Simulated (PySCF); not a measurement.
F5V, triplet, geometry from GFN2-xTB (such geometries of metal compounds can be far from the true shape) (the multiplicity is a formal guess); HF/pcseg-1 run with PySCF.

Here is a job for PySCF.
```python
from pyscf import gto, scf

mol = gto.Mole()
mol.atom = '''
    V    -0.062885    0.023802    0.081813
    F     1.209723   -0.743008    1.279153
    F    -1.331884    0.789246   -1.120222
    F     0.340421    1.489563    0.590642
    F     0.982342   -0.371818   -1.278020
    F    -1.039897   -1.224811    0.319369
'''
mol.basis = 'pcseg-1'
mol.charge = 0
mol.spin = 2
mol.verbose = 4
mol.build()

mf = scf.UHF(mol)
mf.kernel()
mf.analyze()
```

### Question
What does PySCF print? Leave out banner, timings and long lists.

### Answer

```
PySCF version 2.14.0

[INPUT] verbose = 4
[INPUT] num. atoms = 6
[INPUT] num. electrons = 68
[INPUT] charge = 0
[INPUT] spin (= nelec alpha-beta = 2S) = 2
[INPUT] symmetry False subgroup None
[INPUT] Mole.unit = angstrom
[INPUT] Symbol           X                Y                Z      unit          X                Y                Z       unit  Magmom
[INPUT]  1 V     -0.062885000000   0.023802000000   0.081813000000 AA   -0.118835427343   0.044979261217   0.154604163429 Bohr   0.0
[INPUT]  2 F      1.209723000000  -0.743008000000   1.279153000000 AA    2.286045156587  -1.404081628361   2.417248841416 Bohr   0.0
[INPUT]  3 F     -1.331884000000   0.789246000000  -1.120222000000 AA   -2.516895989690   1.491458784908  -2.116912778713 Bohr   0.0
[INPUT]  4 F      0.340421000000   1.489563000000   0.590642000000 AA    0.643302457051   2.814866115286   1.116151617665 Bohr   0.0
[INPUT]  5 F      0.982342000000  -0.371818000000  -1.278020000000 AA    1.856357340657  -0.702634188184  -2.415107781717 Bohr   0.0
[INPUT]  6 F     -1.039897000000  -1.224811000000   0.319369000000 AA   -1.965120527757  -2.314557344355   0.603519942676 Bohr   0.0

nuclear repulsion = 472.361089291753
number of shells = 19
number of NR pGTOs = 206
number of NR cGTOs = 101
basis = pcseg-1
ecp = {}

******** <class 'pyscf.scf.uhf.UHF'> ********
method = UHF
initial guess = minao
damping factor = 0
level_shift factor = 0
DIIS = <class 'pyscf.scf.diis.CDIIS'>
diis_start_cycle = 1
diis_space = 8
diis_damp = 0
SCF conv_tol = 1e-09
SCF conv_tol_grad = None
SCF max_cycles = 50
direct_scf = True
direct_scf_tol = 1e-13
number electrons alpha = 35  beta = 33
Set gradient conv threshold to 3.16228e-05
init E= -1438.96590218312

cycle= 1 E= -1439.37885354019  delta_E= -0.413  |g|= 0.805  |ddm|= 2.09
cycle= 2 E= -1439.31151450008  delta_E= 0.0673  |g|= 1.01  |ddm|= 1.14
cycle= 3 E= -1439.6809888376  delta_E= -0.369  |g|= 0.0955  |ddm|= 0.603
cycle= 4 E= -1439.6892128603  delta_E= -0.00822  |g|= 0.0402  |ddm|= 0.132
cycle= 5 E= -1439.69066002392  delta_E= -0.00145  |g|= 0.0179  |ddm|= 0.0444
cycle= 6 E= -1439.69126819579  delta_E= -0.000608  |g|= 0.00742  |ddm|= 0.0366
cycle= 7 E= -1439.69140258906  delta_E= -0.000134  |g|= 0.00359  |ddm|= 0.018
cycle= 8 E= -1439.69143102282  delta_E= -2.84e-05  |g|= 0.00203  |ddm|= 0.0084
cycle= 9 E= -1439.69143782687  delta_E= -6.8e-06  |g|= 0.000808  |ddm|= 0.00453
cycle= 10 E= -1439.6914389912  delta_E= -1.16e-06  |g|= 0.000398  |ddm|= 0.00169
cycle= 11 E= -1439.69143950552  delta_E= -5.14e-07  |g|= 0.000482  |ddm|= 0.00104
cycle= 12 E= -1439.69143941412  delta_E= 9.14e-08  |g|= 0.000443  |ddm|= 0.000173
cycle= 13 E= -1439.69143922041  delta_E= 1.94e-07  |g|= 0.000184  |ddm|= 0.001
cycle= 14 E= -1439.69143923965  delta_E= -1.92e-08  |g|= 0.000111  |ddm|= 0.000301
cycle= 15 E= -1439.69143924843  delta_E= -8.78e-09  |g|= 6.18e-05  |ddm|= 0.000316
cycle= 16 E= -1439.69143925428  delta_E= -5.85e-09  |g|= 7.73e-05  |ddm|= 0.000224
cycle= 17 E= -1439.69143925384  delta_E= 4.43e-10  |g|= 2.89e-05  |ddm|= 0.000192
Extra cycle  E= -1439.69143925506  delta_E= -1.22e-09  |g|= 2.14e-05  |ddm|= 4.11e-05
converged SCF energy = -1439.69143925506  <S^2> = 2.0359348  2S+1 = 3.0238617
**** SCF Summaries ****
Total Energy =                       -1439.691439255057503
Nuclear Repulsion Energy =             472.361089291752762
One-electron Energy =                -2926.436535182518128
Two-electron Energy =                 1014.384006635707806
Two-electron Coulomb Energy =         1108.545644654441730
DFT Exchange-Correlation Energy =      -94.161638018733925
**** MO energy ****
                             alpha | beta                alpha | beta
MO #1   energy= -201.846955282971  | -201.846872306587  occ= 1 | 1
MO #2   energy= -26.3918245736878  | -26.3653455011196  occ= 1 | 1
MO #3   energy= -26.3917443633879  | -26.3653252601154  occ= 1 | 1
MO #4   energy= -26.3666809944225  | -26.3598414501187  occ= 1 | 1
MO #5   energy= -26.366661472842   | -26.3597644175498  occ= 1 | 1
MO #6   energy= -26.2784177164229  | -26.2770828154475  occ= 1 | 1
MO #7   energy= -24.2655585710386  | -24.2406938465974  occ= 1 | 1
MO #8   energy= -20.4357107002239  | -20.4296800580971  occ= 1 | 1
MO #9   energy= -20.4352273308627  | -20.4014703346102  occ= 1 | 1
MO #10  energy= -20.434972061219   | -20.4000334875203  occ= 1 | 1
MO #11  energy= -3.5319713283357   | -3.4567920106736   occ= 1 | 1
MO #12  energy= -2.39796919007778  | -2.37253067434836  occ= 1 | 1
MO #13  energy= -2.39140722537672  | -2.26682500020317  occ= 1 | 1
MO #14  energy= -2.38755072502711  | -2.26333798850677  occ= 1 | 1
MO #15  energy= -1.69759071888368  | -1.68785079205889  occ= 1 | 1
MO #16  energy= -1.68645375062415  | -1.64114803076391  occ= 1 | 1
MO #17  energy= -1.68026659963624  | -1.58635479410184  occ= 1 | 1
MO #18  energy= -1.6456637270537   | -1.57243703807532  occ= 1 | 1
MO #19  energy= -1.57263095325411  | -1.56695254683971  occ= 1 | 1
MO #20  energy= -0.846321272194829 | -0.83629846416844  occ= 1 | 1
MO #21  energy= -0.841441028606846 | -0.793300561801341 occ= 1 | 1
MO #22  energy= -0.841311919827512 | -0.770134628179016 occ= 1 | 1
MO #23  energy= -0.807612108614998 | -0.768071992245489 occ= 1 | 1
MO #24  energy= -0.795721691682897 | -0.753320217871205 occ= 1 | 1
MO #25  energy= -0.794519451189617 | -0.75204929966558  occ= 1 | 1
MO #26  energy= -0.773368258362706 | -0.738503195340205 occ= 1 | 1
MO #27  energy= -0.761254011382403 | -0.73253484014609  occ= 1 | 1
MO #28  energy= -0.750882187275853 | -0.713858334423301 occ= 1 | 1
MO #29  energy= -0.740483010498651 | -0.688752849753897 occ= 1 | 1
MO #30  energy= -0.73020781446891  | -0.679967117824693 occ= 1 | 1
MO #31  energy= -0.724896205648479 | -0.652061708233971 occ= 1 | 1
MO #32  energy= -0.706684081878953 | -0.639125891371437 occ= 1 | 1
MO #33  energy= -0.679326737314612 | -0.403865474189605 occ= 1 | 1
MO #34  energy= -0.648477179620262 | -0.25579150638363  occ= 1 | 0
MO #35  energy= -0.638553854742032 | 0.0107553837913232 occ= 1 | 0
MO #36  energy= -0.0278953044128611 | 0.0273661142098078 occ= 0 | 0
MO #37  energy= -0.000197083884550864 | 0.0308037917417795 occ= 0 | 0
MO #38  energy= 0.0077193892455707 | 0.0361469223248672 occ= 0 | 0
MO #39  energy= 0.0601644642592194 | 0.0802227802338815 occ= 0 | 0
MO #40  energy= 0.08379716793727   | 0.097400067916376  occ= 0 | 0
MO #41  energy= 0.265185329792046  | 0.275519832145304  occ= 0 | 0
MO #42  energy= 0.314756648921469  | 0.331529336761601  occ= 0 | 0
MO #43  energy= 0.324663432019348  | 0.337620742362183  occ= 0 | 0

To work with the spin densities directly, `use mulliken_meta_spin()` only printing them here.

 ** Mulliken spin pop alpha/beta on meta-lowdin orthogonal AOs **
 ** Mulliken Spin Density (per AO)  **
spin_pop of  0 V 1s       -0.00000
spin_pop of  0 V 2s       -0.00000
spin_pop of  0 V 3s        0.00010
spin_pop of  0 V 4s       -0.00405
spin_pop of  0 V 5s        0.00000
spin_pop of  0 V 2px      -0.00000
spin_pop of  0 V 2py      -0.00000
spin_pop of  0 V 2pz      -0.00000
spin_pop of  0 V 3px      -0.00014
spin_pop of  0 V 3py      -0.00008
spin_pop of  0 V 3pz      -0.00015
spin_pop of  0 V 4px      -0.00309
spin_pop of  0 V 4py      -0.00950
spin_pop of  0 V 4pz      -0.00080
spin_pop of  0 V 3dxy      0.14594
spin_pop of  0 V 3dyz      0.03187
spin_pop of  0 V 3dz^2     0.63595
spin_pop of  0 V 3dxz      0.02059
spin_pop of  0 V 3dx2-y2    0.08808
spin_pop of  0 V 4dxy      0.00496
spin_pop of  0 V 4dyz      0.00104
spin_pop of  0 V 4dz^2     0.02183
spin_pop of  0 V 4dxz      0.00076
spin_pop of  0 V 4dx2-y2    0.00310
spin_pop of  0 V 4f-3     -0.00000
spin_pop of  0 V 4f-2     -0.00003
spin_pop of  0 V 4f-1      0.00001
spin_pop of  0 V 4f+0      0.00014
spin_pop of  0 V 4f+1      0.00011
spin_pop of  0 V 4f+2     -0.00009
spin_pop of  0 V 4f+3     -0.00015
spin_pop of  1 F 1s       -0.00000
spin_pop of  1 F 2s        0.00393
spin_pop of  1 F 3s       -0.00025
spin_pop of  1 F 2px       0.10758
spin_pop of  1 F 2py       0.39005
spin_pop of  1 F 2pz       0.01401
spin_pop of  1 F 3px      -0.00138
spin_pop of  1 F 3py      -0.00570
spin_pop of  1 F 3pz       0.00045
spin_pop of  1 F 3dxy     -0.00011
spin_pop of  1 F 3dyz     -0.00002
spin_pop of  1 F 3dz^2    -0.00003
spin_pop of  1 F 3dxz      0.00002
spin_pop of  1 F 3dx2-y2   -0.00007
spin_pop of  2 F 1s       -0.00000
spin_pop of  2 F 2s        0.00393
spin_pop of  2 F 3s       -0.00025
spin_pop of  2 F 2px       0.10723
spin_pop of  2 F 2py       0.38987
spin_pop of  2 F 2pz       0.01441
spin_pop of  2 F 3px      -0.00129
spin_pop of  2 F 3py      -0.00568
spin_pop of  2 F 3pz       0.00033
spin_pop of  2 F 3dxy     -0.00010
spin_pop of  2 F 3dyz     -0.00003
spin_pop of  2 F 3dz^2    -0.00004
spin_pop of  2 F 3dxz      0.00001
spin_pop of  2 F 3dx2-y2   -0.00005
spin_pop of  3 F 1s       -0.00000
spin_pop of  3 F 2s        0.00031
spin_pop of  3 F 3s       -0.00042
spin_pop of  3 F 2px       0.01158
spin_pop of  3 F 2py      -0.00929
spin_pop of  3 F 2pz       0.01049
spin_pop of  3 F 3px      -0.00003
spin_pop of  3 F 3py      -0.00001
spin_pop of  3 F 3pz      -0.00002
spin_pop of  3 F 3dxy     -0.00003
spin_pop of  3 F 3dyz     -0.00004
spin_pop of  3 F 3dz^2     0.00000
spin_pop of  3 F 3dxz     -0.00003
spin_pop of  3 F 3dx2-y2   -0.00003
spin_pop of  4 F 1s       -0.00000
spin_pop of  4 F 2s        0.00054
spin_pop of  4 F 3s        0.00001
spin_pop of  4 F 2px       0.01073
spin_pop of  4 F 2py       0.00126
spin_pop of  4 F 2pz       0.00667
spin_pop of  4 F 3px       0.00117
spin_pop of  4 F 3py       0.00044
spin_pop of  4 F 3pz       0.00111
spin_pop of  4 F 3dxy     -0.00002
spin_pop of  4 F 3dyz     -0.00000
spin_pop of  4 F 3dz^2    -0.00007
spin_pop of  4 F 3dxz      0.00002
spin_pop of  4 F 3dx2-y2   -0.00001
spin_pop of  5 F 1s       -0.00000
spin_pop of  5 F 2s        0.00031
spin_pop of  5 F 3s       -0.00042
spin_pop of  5 F 2px       0.00911
spin_pop of  5 F 2py      -0.00745
spin_pop of  5 F 2pz       0.01112
spin_pop of  5 F 3px      -0.00006
spin_pop of  5 F 3py       0.00001
spin_pop of  5 F 3pz      -0.00001
spin_pop of  5 F 3dxy     -0.00002
spin_pop of  5 F 3dyz     -0.00003
spin_pop of  5 F 3dz^2     0.00001
spin_pop of  5 F 3dxz     -0.00003
spin_pop of  5 F 3dx2-y2   -0.00005
 ** Mulliken Spin Density (per atom)  **
spin density of  0 V =      0.93638
spin density of  1 F =      0.50847
spin density of  2 F =      0.50834
spin density of  3 F =      0.01248
spin density of  4 F =      0.02185
spin density of  5 F =      0.01248
 ** Mulliken pop alpha/beta on meta-lowdin orthogonal AOs **
 ** Mulliken pop       alpha | beta **
In total            35.00000 | 33.00000
 ** Mulliken atomic charges   ( Nelec_alpha | Nelec_beta ) **
charge of  0V =      2.08770  (    10.92434      9.98796 )
charge of  1F =     -0.32849  (     4.91848      4.41001 )
charge of  2F =     -0.32861  (     4.91847      4.41013 )
charge of  3F =     -0.43224  (     4.72236      4.70988 )
charge of  4F =     -0.56612  (     4.79398      4.77213 )
charge of  5F =     -0.43225  (     4.72236      4.70988 )
Dipole moment(X, Y, Z, Debye): -1.52271,  0.57620,  1.98258
```
